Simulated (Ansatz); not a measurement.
Program: Ansatz 0.2.0.

A structure relaxed at PBE0-D4/def2-TZVP, charge 0, multiplicity 1:

Cartesian coordinates in Å:
```
C -0.792 0.775 -1.161
O 0.144 1.040 -0.142
Ge 0.302 -0.111 1.199
Se 0.902 -2.250 0.421
H -0.728 1.584 -1.891
H -0.582 -0.172 -1.672
H -1.819 0.741 -0.775
H -1.062 -0.306 1.885
H 1.384 0.501 2.090
H 2.250 -1.803 0.046
```

Problem. Give its formula and SMILES.

Solution. CH6GeOSe, `C[O][GeH2][SeH]`.

Problem. Summarise the bond lengths by kind.

Solution. 1 × C–O 1.409 Å; 3 × C–H 1.092 to 1.098 Å; 1 × Ge–O 1.774 Å; 1 × Ge–Se 2.353 Å; 2 × Ge–H 1.530 to 1.539 Å; 1 × H–Se 1.469 Å.
